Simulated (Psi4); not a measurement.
H4P (SMILES [PH4+]), charge +1, singlet, at a GFN2-xTB geometry; SVWN/def2-SVP run with Psi4.

Input for Psi4:
```
memory 2 GB

molecule mol {
1 1
  P    -0.000000   -0.000000   -0.000000
  H    -0.009873    1.282593   -0.495151
  H     1.126861   -0.652796   -0.440861
  H    -1.118261   -0.669096   -0.438315
  H     0.001273    0.039299    1.374326
}

set basis def2-svp
set reference rks
set dft_radial_points 150

energy('svwn')
print_variables()
```

Predict the main parts of the log of this Psi4 run.


```
   => Loading Basis Set <=

    Name: DEF2-SVP
    Role: ORBITAL
    Keyword: BASIS

         ---------------------------------------------------------
                                   SCF
               by Justin Turney, Rob Parrish, Andy Simmonett
                          and Daniel G. A. Smith
                              RKS Reference
         ---------------------------------------------------------

  ==> Geometry <==

    Molecular point group: c1
    Full point group: C1

    Geometry (in Angstrom), charge = 1, multiplicity = 1:

       Center              X                  Y                   Z               Mass
    ------------   -----------------  -----------------  -----------------  -----------------
         P            0.000000000000    -0.000000000000     0.000000028791    30.973761998420
         H           -0.009873000000     1.282593000000    -0.495150971209     1.007825032230
         H            1.126861000000    -0.652796000000    -0.440860971209     1.007825032230
         H           -1.118261000000    -0.669096000000    -0.438314971209     1.007825032230
         H            0.001273000000     0.039299000000     1.374326028791     1.007825032230

  Running in c1 symmetry.

  Rotational constants: A =      3.31824  B =      3.31824  C =      3.31824 [cm^-1]
  Rotational constants: A =  99478.40933  B =  99478.36114  C =  99478.32967 [MHz]
  Nuclear repulsion =   24.507416193530673

  Charge       = 1
  Multiplicity = 1
  Electrons    = 18
  Nalpha       = 9
  Nbeta        = 9

  ==> Algorithm <==

  SCF Algorithm Type is DF.
  DIIS enabled.
  MOM disabled.
  Fractional occupation disabled.
  Guess Type is SAD.
  Energy threshold   = 1.00e-06
  Density threshold  = 1.00e-06
  Integral threshold = 1.00e-12

  ==> Primary Basis <==

  Basis Set: DEF2-SVP
    Blend: DEF2-SVP
    Number of shells: 20
    Number of basis functions: 38
    Number of Cartesian functions: 39
    Spherical Harmonics?: true
    Max angular momentum: 2

  ==> DFT Potential <==

   => LibXC <=

    Version 7.1.2
    S. Lehtola, C. Steigemann, M. J. T. Oliveira, and M. A. L. Marques,  SoftwareX 7, 1–5 (2018) (10.1016/j.softx.2017.11.002)

   => Composite Functional: SVWN <=

    Slater exchange
    Vosko, Wilk & Nusair (VWN5_RPA)
    P. A. M. Dirac,  Math. Proc. Cambridge Philos. Soc. 26, 376 (1930) (10.1017/S0305004100016108)
    F. Bloch,  Z. Phys. 57, 545 (1929) (10.1007/BF01340281)
    S. H. Vosko, L. Wilk, and M. Nusair,  Can. J. Phys. 58, 1200 (1980) (10.1139/p80-159)

    Deriv               =              1
    GGA                 =          FALSE
    Meta                =          FALSE

    Exchange Hybrid     =          FALSE
    MP2 Hybrid          =          FALSE

   => Exchange Functionals <=

    1.0000         XC_LDA_X

   => Correlation Functionals <=

    1.0000   XC_LDA_C_VWN_RPA

   => LibXC Density Thresholds  <==

    XC_LDA_C_VWN_RPA:  1.00E-15
    XC_LDA_X:  1.00E-15

   => Molecular Quadrature <=

    Radial Scheme          =       TREUTLER
    Pruning Scheme         =           NONE
    Nuclear Scheme         =       TREUTLER

    Blocking Scheme        =         OCTREE
    BS radius alpha        =              1
    Pruning alpha          =              1
    Radial Points          =            150
    Spherical Points       =            302
    Total Points           =         216466
    Total Blocks           =           1622
    Max Points             =            256
    Max Functions          =             38
    Weights Tolerance      =       1.00E-15

   => Loading Basis Set <=

    Name: (DEF2-SVP AUX)
    Role: JKFIT
    Keyword: DF_BASIS_SCF

  ==> Integral Setup <==

  SCF_SUBTYPE=INCORE selected. In-core MEM_DF algorithm will be used.
  Using in-core AOs.

  ==> MemDFJK: Density-Fitted J/K Matrices <==

    J tasked:                   Yes
    K tasked:                    No
    wK tasked:                   No
    Algorithm:                 Core
    Schwarz Cutoff:           1E-12
    Mask sparsity (%):       0.0000
    Fitting Condition:        1E-10

   => Auxiliary Basis Set <=

  Basis Set: (DEF2-SVP AUX)
    Blend: DEF2-UNIVERSAL-JKFIT
    Number of shells: 62
    Number of basis functions: 200
    Number of Cartesian functions: 235
    Spherical Harmonics?: true
    Max angular momentum: 4

  Minimum eigenvalue in the overlap matrix is 1.3057676794E-02.
  Reciprocal condition number of the overlap matrix is 2.9931644088E-03.
    Using symmetric orthogonalization.

  ==> Pre-Iterations <==

  SCF Guess: Superposition of Atomic Densities via on-the-fly atomic UHF (no occupation information).

   -------------------------
    Irrep   Nso     Nmo
   -------------------------
     A         38      38
   -------------------------
    Total      38      38
   -------------------------

  ==> Iterations <==

                           Total Energy        Delta E     RMS |[F,P]|

   @DF-RKS iter SAD:  -342.60468502015368   -3.42605e+02   0.00000e+00
   @DF-RKS iter   1:  -342.36413499769702    2.40550e-01   4.00580e-03 ADIIS/DIIS
   @DF-RKS iter   2:  -342.36915992522563   -5.02493e-03   3.18675e-03 ADIIS/DIIS
   @DF-RKS iter   3:  -342.37779414165766   -8.63422e-03   3.93626e-04 ADIIS/DIIS
   @DF-RKS iter   4:  -342.37794715468942   -1.53013e-04   1.28627e-05 DIIS
   @DF-RKS iter   5:  -342.37794731471627   -1.60027e-07   1.39861e-06 DIIS
   @DF-RKS iter   6:  -342.37794731672977   -2.01351e-09   2.46757e-08 DIIS
  Energy and wave function converged.

  ==> Post-Iterations <==

   Electrons on quadrature grid:
      Ntotal   =   17.9999996789 ; deviation = -3.211e-07

    Orbital Energies [Eh]
    ---------------------

    Doubly Occupied:

       1A    -76.308807     2A     -6.614862     3A     -4.866600
       4A     -4.866600     5A     -4.866600     6A     -0.928239
       7A     -0.675214     8A     -0.675214     9A     -0.675214

    Virtual:

      10A     -0.259979    11A     -0.259979    12A     -0.259979
      13A     -0.236442    14A      0.024343    15A      0.024343
      16A      0.024344    17A      0.108999    18A      0.108999
      19A      0.112681    20A      0.245159    21A      0.319702
      22A      0.319702    23A      0.319703    24A      0.633398
      25A      0.633399    26A      0.633399    27A      0.991737
      28A      0.991738    29A      0.991738    30A      1.326041
      31A      1.326042    32A      1.326043    33A      1.427869
      34A      1.427869    35A      1.644368    36A      1.915982
      37A      1.915982    38A      1.915982

    Final Occupation by Irrep:
              A
    DOCC [     9 ]
    NA   [     9 ]
    NB   [     9 ]

  @DF-RKS Final Energy:  -342.37794731672977

   => Energetics <=

    Nuclear Repulsion Energy =             24.5074161935306734
    One-Electron Energy =                -516.7702627081544051
    Two-Electron Energy =                 173.3552105523306750
    DFT Exchange-Correlation Energy =     -23.4703113544367312
    Empirical Dispersion Energy =           0.0000000000000000
    VV10 Nonlocal Energy =                  0.0000000000000000
    Total Energy =                       -342.3779473167297738

Computation Completed

Properties will be evaluated at   0.000000,   0.000000,   0.000000 [a0]

Properties computed using the SCF density matrix

 Multipole Moments:

 ------------------------------------------------------------------------------------
     Multipole            Electronic (a.u.)      Nuclear  (a.u.)        Total (a.u.)
 ------------------------------------------------------------------------------------

 L = 1.  Multiply by 2.5417464519 to convert [e a0] to [Debye]
 Dipole X            :         -0.0000012           -0.0000000           -0.0000012
 Dipole Y            :          0.0000002            0.0000000            0.0000002
 Dipole Z            :         -0.0000004           -0.0000009           -0.0000013
 Magnitude           :                                                    0.0000018

 ------------------------------------------------------------------------------------

  Variable Map:
  ----------------------------------------------------------------------------
  "CURRENT ENERGY"              =>    -342.377947316730
  "CURRENT REFERENCE ENERGY"    =>    -342.377947316730
  "DD SOLVATION ENERGY"         =>       0.000000000000
  "DFT FUNCTIONAL TOTAL ENERGY" =>    -342.377947316730
  "DFT TOTAL ENERGY"            =>    -342.377947316730
  "DFT VV10 ENERGY"             =>       0.000000000000
  "DFT XC ENERGY"               =>     -23.470311354437
  "GRID ELECTRONS ALPHA"        =>       8.999999839448
  "GRID ELECTRONS BETA"         =>       8.999999839448
  "GRID ELECTRONS TOTAL"        =>      17.999999678895
  "NUCLEAR REPULSION ENERGY"    =>      24.507416193531
  "ONE-ELECTRON ENERGY"         =>    -516.770262708154
  "PCM POLARIZATION ENERGY"     =>       0.000000000000
  "PE ENERGY"                   =>       0.000000000000
  "SCF ITERATION ENERGY"        =>    -342.377947316730
  "SCF ITERATIONS"              =>       6.000000000000
  "SCF TOTAL ENERGY"            =>    -342.377947316730
  "TWO-ELECTRON ENERGY"         =>     173.355210552331
  "XC GRID RADIAL POINTS"       =>     150.000000000000
  "XC GRID SPHERICAL POINTS"    =>     302.000000000000
  "XC GRID TOTAL POINTS"        =>  216466.000000000000

  Array Variable Map:
  ----------------------------------------------------------------------------
  "CURRENT DIPOLE"              =>      -0.000001207709 ... -0.000001264857 1 by 3
  "SCF DIPOLE"                  =>      -0.000001207709 ... -0.000001264857 1 by 3
  "SCF TOTAL ENERGIES"          =>    -342.604685020154 ... -342.377947316730 1 by 7
```
